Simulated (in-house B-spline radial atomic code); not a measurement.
How G0W0 and RPA depend on the start: the gallium ion Ga⁺

Configuration [Ar] 3d10 4s2. Computed with an all-electron radial atomic-structure program (B-spline basis): all electrons, non-relativistic, point nucleus, each spin shell either full or empty, empty states to l = 9 with an (l + 1/2)⁻⁴ tail; G0W0 by contour deformation at full frequency.

```csv
start,mean-field 4s (eV),G0W0 (eV),QP weight,RPA correlation (Eh)
Hartree-Fock,-18.723,-20.127,0.960,-2.0421
LDA VWN5,-16.356,?,?,?
PBE,-16.039,-20.480,0.911,-2.2846
PBE0,-16.922,-20.396,0.932,-2.2143
r2SCAN,-16.312,-20.483,0.929,-2.2437
HSE06,-16.624,?,?,?
B3LYP (VWN-RPA),-16.934,-20.437,0.929,-2.2304
SCAN,-16.405,-20.485,0.930,-2.244
TPSS,-15.996,-20.475,0.912,-2.2733
BHandHLYP,-17.823,-20.315,0.945,-2.1534
CAM-B3LYP,-18.443,-20.420,0.948,-2.1986
LC-wPBE,-19.635,-20.415,0.958,-2.195
wB97X,-19.439,-20.401,0.957,-2.1824
PBEsol,-16.068,-20.492,0.913,-2.2866
BLYP,-16.072,-20.496,0.910,-2.2874
r2SCAN0,-17.145,-20.384,0.939,-2.1879
LDA exchange-only,-15.156,-20.504,0.902,-2.2912
```

Question: What G0W0 level, weight and RPA correlation energy follow from the HSE06 start?

Answer: G0W0 level -20.410 eV, weight 0.926, RPA correlation -2.2226 hartree.

Question: What G0W0 level, weight and RPA correlation energy follow from the LDA VWN5 start?

Answer: G0W0 level -20.522 eV, weight 0.915, RPA correlation -2.2905 hartree.

Question: How much of the dependence on the start does G0W0 remove?

Answer: The mean-field levels span 4.48 eV and the G0W0 levels 0.395 eV. Against 20.515 eV (NIST, measured) the G0W0 removal energies are off by -0.39 to +0.01 eV, with relativity, Breit and QED terms left out.
